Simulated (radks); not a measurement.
Numerical settings for neutral sulfur, [Ne] 3s2 3p4. All-electron calculation, non-relativistic Kohn-Sham, PBE, spin-polarised, spherical densities, point nucleus; open shells are filled with parallel spins first. Program: a radial shooting solver on a logarithmic mesh with Libxc functionals. The defaults (mesh step 0.008 in ln r, mesh end at 40 bohr or more with all orbitals vanishing there, Anderson mixing 0.5 over 9 steps, residual threshold near 1e-9 with the energy settled to 1e-9 hartree or 1e-11 of itself, here a cap of 76 iterations) give E = -397.9460 hartree and 3p at -5.991 eV in 13 iterations. Run on one thread of a shared host, so times are rough (Intel(R) Xeon(R) Platinum 8488C): 0.11 s of CPU time, 0.11 s wall, 13 iterations on 2597 mesh points. Changes against that run (0 stands for a change within the tolerance of the run):

setting	iterations	converged	E (mhartree)	e(3p) (meV)	CPU (s)
mesh step in ln r 0.03	13	yes	0	0	0.04
mesh step in ln r 0.12	4	no	diverged	-	0.01
mesh step in ln r 0.02	13	yes	0	0	0.05
mesh end (bohr) 5	13	yes	+44.5	+1.32e+03	0.09
mesh end (bohr) 400	13	yes	0	0	0.11
residual threshold 0.01	9	yes	0	-0.0448	0.09
residual threshold 0.1	9	yes	0	-0.0448	0.09
mixing 0.2	15	yes	0	0	0.13
linear mixing, mixing 0.8	27	yes	0	0	0.18
linear mixing, mixing 0.2	76	no	0	0	0.45
mixing history 2	19	yes	0	0	0.14
iteration cap 8	8	no	0	-0.0448	0.07

Settings that end as converged yet miss the energy by more than 1 mhartree: mesh end (bohr) 5 (+0.0445 hartree). A mesh that ends early acts as a hard wall.
